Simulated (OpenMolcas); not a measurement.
An atom or ion with 6 electrons was computed by MS-CASPT2, IPEA 0.25 Eh, imaginary shift 0.1 Eh with spin-orbit coupling (OpenMolcas, ANO-RCC-VTZP, DKH2). The lowest levels that the run gave, each within 12 % of the measured value where one is at hand:

| J | Parity | E (cm-1) | g |
| --- | --- | --- | --- |
| 0 | even | 0.0 |  |
| 1 | even | 106 | 1.501 |
| 2 | even | 313 | 1.501 |
| 2 | even | 20530 | 1.000 |
| 0 | even | 42940 |  |
| 2 | odd | 57820 | 2.002 |
| 2 | odd | 118650 | 1.167 |
| 1 | odd | 118650 | 0.499 |
| 3 | odd | 118650 | 1.334 |
| 0 | odd | 142400 |  |
| 1 | odd | 142400 | 1.501 |
| 2 | odd | 142400 | 1.501 |

Which ion is it, and what are the configurations and terms?

O2+ (Z = 8, charge +2; active space 4 electrons in 4 orbitals (2s 2p)). J, parity and g give the terms where levels are pure, and mixed ones are named by the computed weights; the size of the splittings, set against known spectra of the 6-electron sequence, gives the charge. In order, with the measured energies in cm-1 (Moore, Selected Tables of Atomic Spectra, NSRDS-NBS 3, section 11): 2s2 2p2 3P0, 2s2 2p2 3P1 (113), 2s2 2p2 3P2, 2s2 2p2 1D2 (20273), 2s2 2p2 1S0 (43186), 2s 2p3 5S* 2 (60325), 2s 2p3 3D* 2, 2s 2p3 3D* 1, 2s 2p3 3D* 3, 2s 2p3 3P* 0, 2s 2p3 3P* 1, 2s 2p3 3P* 2.

CASPT2 breaks the degeneracy within a term, and the mean is taken; among the terms shown or strongly mixed into the levels shown the widest spread is 310 cm-1 (2s 2p3 3D*). Measured partners are found by configuration, term and J. A level has none where our copy of the source lacks it or the pairing is in doubt (some pairs that miss far off the trend of their configuration count as doubtful), and it then counts in no deviation. Only configurations of the active space appear.

* marks odd parity.
